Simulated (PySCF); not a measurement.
A side-by-side comparison of computed properties.

First species: C₈H₁₃OP.
Geometry (GFN2-xTB, Å), atoms numbered from 1 in this order:
```xyz
23
C8H13OP angstrom
C     -3.7247   -0.2773    0.6038
C     -2.4770   -0.4554    0.2073
P     -1.4756    0.9934   -0.2194
O     -2.1662    2.2815   -0.0982
C     -0.6911    0.5792   -1.8399
C      0.4987   -0.2311   -1.4360
C      0.8987   -0.1533   -0.1719
C      2.0675   -0.8883    0.4071
C      3.1744    0.0686    0.8519
C      0.1026    0.7650    0.7114
H     -4.3794   -1.0893    0.8779
H     -4.1256    0.7228    0.6608
H     -2.0142   -1.4284    0.1271
H     -0.4033    1.5172   -2.3257
H     -1.3617    0.0431   -2.5140
H      0.9961   -0.8453   -2.1713
H      1.7349   -1.4709    1.2712
H      2.4636   -1.5819   -0.3372
H      4.0196   -0.4914    1.2453
H      2.8146    0.7390    1.6286
H      3.5173    0.6658    0.0099
H     -0.0488    0.3626    1.7148
H      0.5749    1.7475    0.8064
```

Second species: C4H9PSi.
SMILES: `CCC#C[SiH2]P`

Levels: PBE0/pcSseg-1 for HOMO energy, LUMO energy and HOMO–LUMO gap. Geometries: GFN2-xTB. Each structure is a single optimised conformer of the isolated species, non-relativistic unless stated; the electronic structure was computed with PySCF and density fitting.

The conformers computed, where there is a choice (atom-mapped SMILES and torsion angles):
- `[CH3:1][CH2:2][C:3]#[C:4][SiH2:5][PH2:6]`: H–P6–Si5–C4 46°, H–P6–Si5–C4 -46°

The conformers of `C=C[P@]1(=O)CC=C(CC)C1` aren't listed.

Values for the first species:

| Item | Value |
| --- | --- |
| HOMO energy | -7.22 eV |
| LUMO energy | -0.57 eV |
| HOMO–LUMO gap | 6.65 eV |

(1) Estimate the same properties for the second species, and the change in each.

Answers

(1) 
| property | first | second | second less first |
| --- | --- | --- | --- |
| HOMO energy | -7.22 eV | -7.16 eV | +0.06 eV |
| LUMO energy | -0.57 eV | -0.07 eV | +0.50 eV |
| HOMO–LUMO gap | 6.65 eV | 7.09 eV | +0.44 eV |

